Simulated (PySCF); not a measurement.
**Relaxation of triplet OsOF2**

Computed with PySCF, UPBE0, basis Os def2-SVP with ECP60, O def2-SVP, F def2-SVP (scalar-relativistic core potentials, no spin–orbit coupling, density fitting). A (50,194) grid was used.

A hand-made T-shaped (ligand arrangement 1) start, of Cs symmetry, held to at least that symmetry:

Coordinates in bohr (charge 0 multiplicity 3):
```
Os   -0.0691    0.0000   -0.2990
O    -3.3362    0.0000   -0.1848
F    -0.0691    0.0000    3.3482
F     3.5758    0.0000   -0.1716
```

Optimiser trace:
| step | E − E(last) (kJ/mol) | largest gradient (Eh/bohr) |
| --- | --- | --- |
| 0 | 108.52 | 0.07529 |
| 1 | 63.31 | 0.02102 |
| 2 | 34.19 | 0.04284 |
| 3 | 13.48 | 0.04609 |
| 4 | 4.08 | 0.01420 |
| 5 | 0.52 | 0.01157 |
| 6 | 0.12 | 0.00390 |
| 7 | 0.00 | 0.00086 |
| 8 | 0.00 | 0.00020 |

It ends at C2v with Os–F 1.865 Å (×2), Os–O 1.670 Å; F–Os–F 83.7°, F–Os–O 138.2° (×2) (after a last refinement on a finer grid). A frequency run shows 1 imaginary mode, down to 216i cm⁻¹, so it is a saddle point. Other isomers or separated fragments may lie lower.

Other spin states or occupations of the open shell can lie lower. At this level a singlet minimum of C2v symmetry lies 62 kJ/mol below this structure. With an element this heavy the missing spin–orbit coupling can shift these numbers.

The relaxation took about 40 core-seconds on a shared host.
